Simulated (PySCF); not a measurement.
Magnetic shielding above rings: a mixed set.

Definitions: NICS(0) = −σiso at the ring centroid; NICS(1) = −σiso and NICS(1)zz = −σzz at ±1 Å along the ring normal z. Level: GIAO PBE0/pcSseg-1 (PySCF, non-relativistic, gas phase) on the GFN2-xTB geometries, one conformer each. Atom numbers follow the mapped SMILES.

Problem. Order these rings by mean NICS(1)zz, lowest (most negative) first (ppm).
A. ring C3–C4–C5–P6–C7–C12 in `[CH:1]#[C:2][c:3]1[cH:4][cH:5][p:6][c:7]([C:8](=[O:9])[O:10][CH3:11])[cH:12]1`
B. ring C4–O5–C6–C11–P12 in `[CH3:1][C:2](=[O:3])[c:4]1[o:5][c:6]2[cH:7][cH:8][cH:9][cH:10][c:11]2[p:12]1`
C. ring P4–C5–C6–C7–C9 in `[CH:1]#[C:2][CH2:3][P:4]1[CH2:5][CH:6]=[C:7]([F:8])[CH2:9]1`
D. ring C5–C6–C7–C8–P9–C10 in `[CH3:1][O:2][C:3](=[O:4])[c:5]1[cH:6][cH:7][cH:8][p:9][cH:10]1`
E. ring C5–P6–C7–P8–C9–P11 in `[CH3:1][O:2][C:3](=[O:4])[c:5]1[p:6][cH:7][p:8][c:9]([F:10])[p:11]1`
F. ring C2–C3–Si4–Si5 in `[CH3:1][C:2]1=[CH:3][SiH2:4][Si@H:5]1[CH2:6][CH2:7][Cl:8]`
G. ring N6–C7–C8–C9–C10 in `[F:1][C:2]([F:3])([F:4])[CH2:5][n:6]1[cH:7][cH:8][cH:9][cH:10]1`

Solution. G (-29.1), D (-26.4), A (-24.0), E (-22.4), B (-21.1), C (-2.8), F (3.9).

```tsv
SMILES	ring	NICS(0)	NICS(1)	NICS(1)zz	HOMA	rms pucker (Å)	ring atoms with four or more neighbours
FC(F)(F)Cn1cccc1	5-membered ring with N; formal bonds all aromatic	-13.6	-10.9	-29.1	0.88	0.00	0
COC(=O)c1cccpc1	6-membered ring with P; formal bonds all aromatic	-7.3	-10.7	-26.4	0.94	0.00	0
C#Cc1ccpc(C(=O)OC)c1	6-membered ring with P; formal bonds all aromatic	-7.2	-10.2	-24.0	0.90	0.00	0
COC(=O)c1pcpc(F)p1	6-membered ring with 3 P; formal bonds all aromatic	-7.1	-9.8	-22.4	0.80	0.00	0
CC(=O)c1oc2ccccc2p1	5-membered ring with O and P; formal bonds all aromatic	-9.2	-10.0	-21.1	0.32	0.00	0
C#CCP1CC=C(F)C1	5-membered ring with P; formal bonds 1 double, 4 single	-5.0	-3.3	-2.8	–	0.10	2
CC1=C[SiH2][Si@H]1CCCl	4-membered ring with 2 Si; formal bonds 1 double, 3 single	0.8	-3.0	3.9	–	0.01	2
```

NICS(0) gives another order. The isotropic NICS(1) gives another order. Over the 5 rings with a HOMA value its correlation coefficient with NICS(1)zz is -0.68. HOMA uses Krygowski's 1993 parameters; it is left out where a ring has a four-coordinate atom, a triple bond, no multiple bond or a kind of bond without parameters. NICS(1) and NICS(1)zz are means over the two faces.
